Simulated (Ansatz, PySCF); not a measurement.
Reaction (SMILES): [InH2] (InH2) -> [InH] (InH) + H atom (the H-In bond at the site shown breaks; other sites are not compared here)
Structures are relaxed separately at B3LYP-D3(BJ)/def2-TZVP in Ansatz (a first-principles code).

Wanted: bond dissociation energy (enthalpy at 298 K, with B3LYP-D3(BJ) rigid-rotor harmonic-oscillator terms from PySCF), in kJ/mol. Valence correlation only, unless marked. UHF or UKS for open shells. No spin-orbit coupling. Frozen are the shells of the preceding noble gas and the d and f shells that filled before the atom's block. In def2 rows, elements after Kr have scalar-relativistic effective core potentials. Basis-set limits of correlation are two-point, X^-3; Hartree-Fock from the larger set. [CCSD(T)-MP2]/basis is that difference in the basis named.

| level | program | bond dissociation energy (kJ/mol) |
|---|---|---|
| SVWN5/def2-TZVPD | Ansatz | 166.9 |
| PBE-D4/def2-TZVPD | Ansatz + dftd4 | 134.7 |
| TPSS-D4/def2-TZVPD | PySCF + dftd4 | 153.9 |
| M06-L-D4/def2-TZVPD | PySCF + dftd4 | 120.7 |
| B3LYP-D4/def2-TZVPD | Ansatz + dftd4 | 137.0 |
| PBE0-D3(BJ)/def2-TZVPD | Ansatz + dftd3 | 141.5 |
| r2SCANh-D4/def2-TZVPD | Ansatz + dftd4 | 155.4 |
| r2SCAN0-D4/def2-TZVPD | Ansatz + dftd4 | 156.9 |
| r2SCAN0/def2-TZVPD | Ansatz | 156.6 |
| PW6B95-D4/def2-TZVPD | PySCF + dftd4 | 136.4 |
| wB97X/def2-TZVPD | Ansatz | 131.2 |
| B2GP-PLYP-D3(BJ)/def2-TZVPD | Ansatz + dftd3 | 138.3 |
| B2GP-PLYP/def2-TZVPD | Ansatz | 137.3 |
| B2PLYP-D4/def2-TZVPD | Ansatz + dftd4 | 136.0 |
| RI-MP2/def2-QZVPP | Ansatz | 140.9 |
| RI-MP2/def2-QZVPPD | Ansatz | 140.9 |
| SCS-MP2/def2-TZVPP | Ansatz | 140.2 |
| CCSD/def2-SVP | Ansatz | 128.0 |
| CCSD/def2-QZVPPD | Ansatz | 143.1 |
| RI-MP2/CBS(def2-TZVPP,def2-QZVPP)+[CCSD(T)-MP2]/def2-TZVPP | Ansatz | 144.4 |
| CCSD(T)/CBS(def2-TZVPPD,def2-QZVPPD) | Ansatz | 145.4 |
